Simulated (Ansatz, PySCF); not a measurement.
Reaction 2 R1 + 2 R2 + R3 → 4 P1 + P2, each structure at its B3LYP-D3(BJ)/def2-TZVP stationary point, reached from a drawn start (curvature not checked).
P1, H2 (SMILES [H][H]) (charge 0, multiplicity 1):
```xyz
2

H      0.00000     0.00000     0.37199
H      0.00000     0.00000    -0.37199
```
R1: HCl (SMILES Cl), charge 0, multiplicity 1.
R2: HF (SMILES F), charge 0, multiplicity 1.
R3, SiH4 (SMILES [SiH4]) (charge 0, multiplicity 1):
```csv
atom,x (Å),y (Å),z (Å)
Si,0.0000,0.0000,0.0000
H,0.8547,0.8547,0.8547
H,-0.8547,-0.8547,0.8547
H,-0.8547,0.8547,-0.8547
H,0.8547,-0.8547,-0.8547
```
P2: Cl2F2Si (SMILES F[Si](F)(Cl)Cl), charge 0, multiplicity 1.

P less R. No zero-point or thermal terms.

Cores are frozen in the correlated methods.

Programs: Ansatz (a program for electronic structure) with Gaussian orbitals; PySCF for the D3/D4 terms. Each number belongs to the level named beside it.

Total energies in hartree:

```json
[
 {"structure": "P1", "PBE/def2-TZVPP": "-1.166122", "B3LYP-D3(BJ)/def2-TZVPP": "-1.180145", "CCSD(T)/cc-pV(Q+d)Z": "-1.173794"},
 {"structure": "R1", "PBE/def2-TZVPP": "-460.627412", "B3LYP-D3(BJ)/def2-TZVPP": "-460.836834", "CCSD(T)/cc-pV(Q+d)Z": "-460.363836"},
 {"structure": "R2", "PBE/def2-TZVPP": "-100.393473", "B3LYP-D3(BJ)/def2-TZVPP": "-100.492903", "CCSD(T)/cc-pV(Q+d)Z": "-100.373106"},
 {"structure": "R3", "PBE/def2-TZVPP": "-291.721620", "B3LYP-D3(BJ)/def2-TZVPP": "-291.920350", "CCSD(T)/cc-pV(Q+d)Z": "-291.452235"},
 {"structure": "P2", "PBE/def2-TZVPP": "-1409.241499", "B3LYP-D3(BJ)/def2-TZVPP": "-1410.008991", "CCSD(T)/cc-pV(Q+d)Z": "-1408.383281"}
]
```

Problem. Work out the reaction energy at each level in eV (1 hartree = 27.21139 eV), and say how far PBE/def2-TZVPP lies from CCSD(T)/cc-pV(Q+d)Z.

Solution. 
- PBE/def2-TZVPP: 4 × (-1.166122) + (-1409.241499) − (-291.721620) − 2 × (-460.627412) − 2 × (-100.393473) = -0.142597 hartree = -3.880 eV
- B3LYP-D3(BJ)/def2-TZVPP: 4 × (-1.180145) + (-1410.008991) − (-291.920350) − 2 × (-460.836834) − 2 × (-100.492903) = -0.149747 hartree = -4.075 eV
- CCSD(T)/cc-pV(Q+d)Z: 4 × (-1.173794) + (-1408.383281) − (-291.452235) − 2 × (-460.363836) − 2 × (-100.373106) = -0.152338 hartree = -4.145 eV
PBE/def2-TZVPP less CCSD(T)/cc-pV(Q+d)Z: 0.265 eV. CCSD(T)/cc-pV(Q+d)Z is the level counted from, the highest shown, and no exact or measured value.
